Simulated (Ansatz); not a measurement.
Basis-set extrapolation for C2H6FNSi (`C=C(F)N[SiH3]`) (PBE0-D4/def2-TZVP geometry, frozen core, Ansatz 0.2.0). Multiplicity 1, RHF reference.

```
                      def2-TZVPP   def2-QZVPP
                 HF  -522.157977  -522.177689
    MP2 correlation    -0.901247    -0.970326
CCSD(T) correlation    -0.976200      not run
```

Energies in hartree. Use E(X) = E(∞) + A·exp(−7.88·√X) for Hartree–Fock and E(X) = E(∞) + B·X^(−2.97) for correlation, with X = 3 and 4, and add CCSD(T) minus MP2 of the smaller set to the MP2 limit.

**Question.** What is the CCSD(T) energy at the basis-set limit?

**Answer.** HF limit: -522.177689 + (-0.019712) × 0.13774 = -522.18040. MP2 limit: -0.970326 + (-0.069079) × 0.74074 = -1.02150. Higher-order term: -0.976200 − (-0.901247) = -0.07495. Total: -523.27685 hartree, 374.6 kJ/mol below CCSD(T)/def2-TZVPP.
